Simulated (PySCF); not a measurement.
**TDDFT excited states: C7H7ClS**

Species: C7H7ClS.
Bonds: C1–C2 (double), C2–C3, C3–S4 (aromatic), S4–C5 (aromatic), C5–C6 (aromatic), C6–C7, C6–C8 (aromatic), C8–Cl9, C3–C8 (aromatic). Hydrogens: H10, H11 on C1; H12 on C2; H13 on C5; H14, H15, H16 on C7.

Computed with PySCF 2.14.0, density-fitted response routines, TDDFT PBE0/def2-SVPD, vertical, gas phase, core orbitals frozen in the response. The structure is a single GFN2-xTB conformer in the gas phase; no vibrational or solvent corrections. Torsions of this conformer, `[CH2:1]=[CH:2][c:3]1[s:4][cH:5][c:6]([CH3:7])[c:8]1[Cl:9]`: C1–C2–C3–S4 0°.

Predict the UV-vis stick spectrum at this level.

```
state  E (eV)  E (hartree)       f  main configurations (H = HOMO, L = LUMO)
   S1    4.42       0.1625   0.265                                 H→L (94%)
   S2    4.81       0.1768   0.106                               H-1→L (90%)
   S3    5.29       0.1945  0.0000                               H→L+1 (96%)
   S4    5.82       0.2139  0.0001                 H-1→L+1 (84%), H→L+2 (9%)
   S5    6.00       0.2205  0.0052                 H→L+2 (87%), H-1→L+1 (8%)
   S6    6.19       0.2276  0.0089                               H→L+4 (88%)
   S7    6.19       0.2276   0.038                  H→L+3 (53%), H-2→L (36%)
   S8    6.44       0.2368  0.0003                               H-3→L (98%)
```

Triplets, Tamm–Dancoff:

```json
{"state": "T1", "E (eV)": "2.71", "λ (nm)": "457.4", "main configurations (H = HOMO, L = LUMO)": "H→L (95%)"}
{"state": "T2", "E (eV)": "3.86", "λ (nm)": "321.2", "main configurations (H = HOMO, L = LUMO)": "H-1→L (94%)"}
{"state": "T3", "E (eV)": "4.51", "λ (nm)": "274.7", "main configurations (H = HOMO, L = LUMO)": "H-2→L (48%), H→L+3 (39%)"}
```

The lowest singlet comes at 280 nm (427 kJ/mol) in the ultraviolet; it is strong; its leading configuration is HOMO→LUMO (94%). The lowest level is also the most intense of those listed (f = 0.265). S6/S7 lie within about 0.01 eV of each other. Löwdin shares by element: HOMO carbon 65% or more (atoms not listed hold the other 35%); LUMO carbon 57% or more (atoms not listed hold the other 43%). Orbital energies (eV): HOMO-3 -9.13, HOMO-2 -8.84, HOMO-1 -7.10, HOMO -6.39, LUMO -1.47, LUMO+1 0.15, LUMO+2 0.61. The listed states span 2.02 eV, and the widest gap between neighbours is 0.53 eV (S3 to S4). Weighted by f, the mean energy of these states is 4.74 eV. The window holds the lowest 8 singlets.
